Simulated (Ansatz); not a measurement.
Cost and result for the atomization energy of CH7AlBFGe (`[CH3][AlH][B](F)[GeH3]`) (12 atoms, 11 bonds).

Cartesian coordinates in Å:
```
C -0.541 1.796 1.029
Al -1.016 -0.077 1.318
B -0.153 -1.555 -0.048
F -0.408 -2.848 0.103
Ge 1.100 -0.995 -1.634
H -1.030 2.486 1.720
H 0.542 1.935 1.126
H -0.791 2.105 0.008
H -1.992 -0.502 2.506
H 2.296 -0.198 -1.068
H 0.337 -0.012 -2.548
H 1.654 -2.133 -2.511
```

Total charge 0; spin multiplicity 1. Correlated methods include outer-core shells of Ge, which these sets cover unevenly. Scalar relativity is left out up to krypton. Geometry: relaxed with PBE0-D4/def2-TZVP. It is one conformer, not always the lowest. Program: Ansatz. All runs use 4 threads of an AMD EPYC 7B13 on a shared host. Times are those of one run each, without the atoms' runs, and a repeat can differ threefold. Electronic energies, without spin–orbit coupling; frozen cores. CCSD(T)/CBS adds CCSD(T) − MP2 in def2-TZVPP to the MP2 limit, and its time is that of the two runs behind it. T1 = 0.013. With those shells the extrapolation isn't a true limit. B3LYP takes the VWN-RPA correlation (the form of Gaussian; ORCA's B3LYP/G).

CCSD(T)/CBS is a level of theory with its own doubt, some kJ/mol a heavy atom from the limit and from the frozen cores, so smaller differences don't rank the functionals.

| level | functions | wall time | atomization (kcal/mol) | difference from CCSD(T)/CBS | per bond |
| --- | --- | --- | --- | --- | --- |
| PBE-D4/def2-TZVPP (with forces) | 281 | 2.9 s | 925.6 | 5.1 | 0.5 |
| PBE0-D4/def2-TZVPP | 281 | 3.8 s | 916.1 | -4.4 | -0.4 |
| r2SCAN-D4/def2-TZVPP (with forces) | 281 | 5.5 s | 925.2 | 4.7 | 0.4 |
| B3LYP-D4/def2-TZVPP (with forces) | 281 | 6 s | 917.8 | -2.7 | -0.2 |
| B2PLYP/def2-TZVPP | 281 | 7 s | 908.5 | -12.0 | -1.1 |
| ωB97X-V/def2-TZVPP | 281 | 9 s | 924.7 | 4.2 | 0.4 |
| ωB97M-V/def2-TZVPP (with forces) | 281 | 13 s | 919.2 | -1.3 | -0.1 |
| MP2/def2-QZVPP | 540 | 37 s | 918.0 | -2.5 | -0.2 |
| CCSD(T)/def2-TZVPP | 281 | 5.4 min | 901.6 | -18.9 | -1.7 |
| CCSD(T)/CBS(def2) | – | 6.1 min | 920.5 | 0.0 | 0.0 |

In def2-TZVPP, CCSD(T) changes the Hartree–Fock value by +206.1 kcal/mol (the triples alone add +10.8 kcal/mol) and MP2 by +211.4 kcal/mol; breaking electron pairs costs correlation energy, which Hartree–Fock lacks. The D4 term adds +8.7 kcal/mol with B3LYP and +4.6 kcal/mol with PBE0; it sums over pairs of atoms, weighted by their polarisabilities, and B3LYP, whose exchange is more repulsive, gets the larger term. From PBE to PBE0 (25 % exact exchange), in def2-TZVPP and without D4, the atomization energy moves by −8.8 kcal/mol: exact exchange takes away binding that semilocal exchange gives to molecules.
